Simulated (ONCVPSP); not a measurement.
# Before and after: ONCV potential for argon

```
Element                 : Ar (Z = 18)
Generator               : ONCVPSP 4.0.1
Type                    : optimised norm-conserving Vanderbilt (ONCV)
Functional              : LDA (Perdew-Wang 92)
Relativity              : scalar-relativistic
Frozen core             : [Ne]
Valence charge          : 8
Reference configuration : 3s2 3p4.5 (charge +1.5)
Partial waves           : 3s: rc 1.05 bohr, ncon 4, nbas 8, qcut 4.8 1/bohr, 2 projectors, debl 2.9 Ha; 3p: rc 0.95 bohr, ncon 4, nbas 7, qcut 9.1 1/bohr, 1 projector; d scattering state at 0.02 Ha: rc 0.85 bohr, ncon 4, nbas 8, qcut 9.6 1/bohr, local
Local potential         : the d channel
Core correction         : none
```

Change: s: rc 1.12.

Cutoffs: the cutoffs (Ha) at which the residual kinetic energy of the hardest occupied pseudo-wave falls to 1 and 0.1 mHa per electron; they do not see the model core or the augmentation charge, which bear on the density cutoff. Errors are all-electron minus pseudo energies relative to the spin-unpolarised reference configuration.

Predict the effect on cutoff, ghosts and configuration errors.

The potential gets neither clearly harder nor softer (127 Ha and 165 Ha → 127 Ha and 165 Ha); the p channel sets the loose cutoff, while the largest relative change is in s, which becomes harder; the errors of the 4 common tests hardly move; neither file shows a bound ghost.

| quantity | base | changed |
| --- | --- | --- |
| cutoff, loose | 127 Ha | 127 Ha |
| cutoff, tight | 165 Ha | 165 Ha |
| loose cutoff by channel | s 60 Ha, p 127 Ha | s 76 Ha, p 127 Ha |
| bound ghosts | none | none |
| GHOST(+) flags under 300 eV | s at 175.9 eV | none |
| error for 3s2 3p6, meV [ΔE -28.86 eV] | +22 | +22 |
| error for 3s2 3p5, meV [ΔE -12.71 eV] | +4.1 | +4.1 |
| error for 3s2 3p4, meV [ΔE 16.03 eV] | +3.3 | +3.4 |
| error for 3s2 3p5.5, meV [ΔE -22.26 eV] | +12 | +12 |
| p: phases at 0.97 bohr within 0.05 rad from the reference energy up to (Ha; the scan ends near 5) | 0.7 | 0.7 |
| d: phases at 0.86 bohr within 0.05 rad from the reference energy up to (Ha; the scan ends near 5) | to the end of the scan | to the end of the scan |
